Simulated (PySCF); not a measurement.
Computed shifts of a molecule C₃H₈O₂Si, PBE/pcSseg-1 (PySCF), GIAO, gas phase, equivalent atoms averaged, in ppm (number of nuclei): ²⁹Si: -7.9 (1). ¹³C: 175.7 (1), 24.2 (1), -1.4 (1). ¹H: 5.56 (1), 5.02 (1), 2.31 (3), 0.78 (3). References: ²⁹Si against TMS (σ = 335.4 ppm); ¹³C against TMS (σ = 182.0 ppm); ¹⁷O against H2O (σ = 334.3 ppm); ¹H against TMS (σ = 31.49 ppm), references at their B3LYP-D3(BJ)/def2-TZVP geometries, non-relativistic. Geometry: PBE0-D3(BJ)/def2-SVP. Other conformers were not sampled.

Question: Which structure fits?
(A) C[C@@H](C=O)[SiH2]O
(B) C[C@H]1O[Si@@H](C)O1
(C) C1C[SiH2]OCO1
(D) C[SiH2]OC(C)=O

Answer: D, C[SiH2]OC(C)=O
